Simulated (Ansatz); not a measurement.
`C[NH][Al]([F])[Br]`, charge 0, multiplicity 1.

Give a relaxed structure at PBE0-D4/def2-TZVP (the Gaussian-basis code of Ansatz). (Best estimate.)

The calculation gave: 
Z-matrix (Å, degrees):
```
C
N 1 1.450
H 1 1.095 2 112.0
H 1 1.095 2 112.0 3 -121.5
H 1 1.092 2 110.0 3 119.3
Al 2 1.748 1 128.1 3 -119.1
H 2 1.009 1 112.7 3 60.8
Br 6 2.238 2 121.1 1 -180.0
F 6 1.643 2 119.5 1 0.0
```
Point group Cs.
This is one stationary point; other conformers may exist.
